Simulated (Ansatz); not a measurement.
Ansatz results at the PBE0-D4/def2-TZVP geometry: ideal-gas entropy at 298 K and 1 bar (rigid rotor, harmonic PBE0-D4/def2-TZVP) 309 J/(mol·K); HOMO energy (PBE/def2-TZVPP) -5.52 eV; HOMO–LUMO gap (B3LYP/def2-TZVPP) 6.91 eV.

Problem. Which molecule gave them?
A. `C[SiH2]C(N)=O`
B. `[F][AlH][NH][SiH3]`
C. `[SiH3]C1CC1`
D. `C1CO[SiH2]N1`

Solution. D. The others give `[SiH3]C1CC1`: 306, -7.06, 8.72; `[F][AlH][NH][SiH3]`: 338, -6.63, 7.01; `C[SiH2]C(N)=O`: 352, -5.47, 6.32.

B3LYP here is the variant with VWN-RPA as its local correlation; programs differ in this.
